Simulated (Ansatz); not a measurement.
CH3F3Zr (`[CH3][Zr]([F])([F])[F]`). Charge 0, multiplicity 1. Zr: def2 effective core potential.

```xyz
8

C    -0.0221    0.9907    0.5955
Zr    0.0201   -0.8971   -0.5392
F     1.4874   -0.7734   -1.7378
F     0.2465   -2.2872    0.7342
F    -1.6429   -1.0173   -1.4476
H    -0.1501    1.8494   -0.0733
H     0.9100    1.1356    1.1534
H    -0.8489    0.9993    1.3148
```

Q: What are the harmonic wavenumbers in cm⁻¹ at PBE0-D4/def2-TZVP (Ansatz, finite differences of forces, unscaled)? (Estimate.)

A: The calculation gave: 70, 142, 142, 160, 164, 164, 515, 515, 526, 662, 684, 684, 1183, 1413, 1413, 3019, 3109, 3109.

Q: Is this a minimum?

A: Yes, all 18 modes are real.

Q: Give the ideal-gas thermochemistry at 298.15 K and 1 bar (rigid rotor, harmonic oscillator; point group C3v, symmetry number 3).

A: Zero-point energy 105.7 kJ/mol; H(298) − E = 128.8 kJ/mol; entropy 361.8 J/(mol·K), of which translation 172.4, rotation 104.9, vibration 84.5; G(298) − E = 20.9 kJ/mol. Modes under 100 cm⁻¹ are hindered rotations or soft bends, so the harmonic entropy is rough.

Q: And at 400, 500, 600, 800 and 1000 K?

A: 
```tsv
T (K)	H − E (kJ/mol)	S (J/mol/K)	G − E (kJ/mol)
400	140.5	395.7	-17.7
500	153.1	423.7	-58.7
600	166.5	448.1	-102.4
800	194.9	488.9	-196.2
1000	225.1	522.6	-297.4
```
